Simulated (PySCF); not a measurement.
**Computed structure and properties of [Eu(SH)3]−**

System: [Eu(SH)3]− (singlet in the valence; each metal's 4f electrons, 7 of them, lie in its core potential, out of spins and levels); start: displaced along the imaginary mode (C3). Method: PySCF 2.14.0, RKS PBE0, Eu lcecp-0-SVP with ECP53, S def2-SVP, H def2-SVP; non-relativistic Hamiltonian with scalar-relativistic core potentials where named; density fitting; no spin-orbit coupling.

Input of the relaxation:

```python
mol = gto.M(atom='''
Eu     0.00000     0.00000    -0.06170
S      2.86736     0.00801     0.05401
H      2.90878    -0.24998     1.40704
S     -1.44062     2.47920     0.05401
H     -1.23790     2.64407     1.40704
S     -1.42674    -2.48721     0.05401
H     -1.67088    -2.39409     1.40704''',
    basis={'Eu': 'lcecp-0-SVP', 'S': 'def2-SVP', 'H': 'def2-SVP'},
    ecp={'Eu': 'lcecp-0-SVP'},
    charge=-1, spin=0)
mf = dft.RKS(mol, xc='PBE0')
mf.grids.atom_grid = (50, 194)  # f atoms: unpruned, at least (60, 302)
mf = mf.density_fit()  # fitting sets: Eu AutoAux, S def2-universal-JKFIT, H def2-universal-JKFIT
mf.conv_tol = 1e-08; mf.max_cycle = 55
mf.kernel(dm0)  # dm0: converged density of the start geometry
# quasi-Newton relaxation in Cartesian coordinates to a largest gradient under 0.00045 Eh/bohr, steps kept in the point group
```

Run from Python with OMP_NUM_THREADS=2; the lines above give its settings. Where DIIS fails, smearing, a level shift and second-order steps follow.
It took 2.2 min on 2 threads of Arm Neoverse V1, with other jobs on the host, from the converged density of the start.

Course of the relaxation:

```
step  energy above end (eV)  largest force component within the symmetry (eV/Å)
   0                 0.2836                                               0.586
   1                 0.2528                                               0.135
   2                 0.2298                                               0.209
   3                 0.2152                                               0.453
   4                 0.1907                                               0.476
   5                 0.1436                                               0.128
   6                 0.1303                                               0.582
   7                 0.1072                                               0.118
  27                 0.0006                                               0.050
  28                 0.0004                                               0.013
  29                 0.0003                                               0.011
  30                 0.0002                                               0.009
  31                 0.0001                                               0.012
  32                 0.0000                                               0.009
```
(The steps between are left out.)

Relaxed geometry (C3h):

```xyz
7

Eu    0.0000    0.0000    0.6209
S     2.8020    0.5141    0.6290
H     3.1322   -0.7986    0.6045
S    -1.8462    2.1696    0.6290
H    -0.8745    3.1119    0.6045
S    -0.9558   -2.6836    0.6290
H    -2.2577   -2.3133    0.6045
```

```
    contact      Å
Eu1–S2 (SH)  2.849
Eu1–S4 (SH)  2.849
Eu1–S6 (SH)  2.849
```

On the finer grid (75, 302):

```json
{
  "HOMO": "not given (4f levels lie in the core)",
  "LUMO": "not given (4f levels lie in the core)",
  "Dipole about the centre of mass": "0.09 D",
  "Set of Mulliken populations of Eu1 outside the core potential": "s 2.31, p 6.32, d 0.93, f 0.01",
  "D3(BJ) dispersion energy (not in the energies)": "-0.164 eV"
}
```

```csv
atom,Mulliken (e),Löwdin (e),spin (e)
Eu1,0.42,-0.16,0.00
S2,-0.52,-0.26,0.00
H3,0.05,-0.02,0.00
S4,-0.52,-0.26,0.00
H5,0.05,-0.02,0.00
S6,-0.52,-0.26,0.00
H7,0.05,-0.02,0.00
```

The 4f levels lie in the core potential and are missing. Their spin isn't counted.

On the grid (50, 194), as all that follows. Harmonic modes: a minimum within the noise of the softest modes; lowest 44 cm⁻¹ (negative: unstable), highest 2690 cm⁻¹, zero-point energy 0.640 eV.

Taking off one SH (charge -1, singlet; the rest: singlet) in vacuum, both parts rigid, costs 3.80 eV; the small basis without counterpoise inflates it.

Rigid scan of SH along the line from its metal:

```tsv
distance to S2 (Å)	energy (eV)
2.55	0.329
2.65	0.129
2.75	0.029
2.85	0.000
2.95	0.023
3.05	0.083
3.25	0.269
3.55	0.618
3.95	1.087
4.45	1.592
```

One start shape was tried, so this needn't be the lowest isomer.

An lcecp potential fixes the number of 4f electrons, so in runs with it no electron can move into or out of that shell.
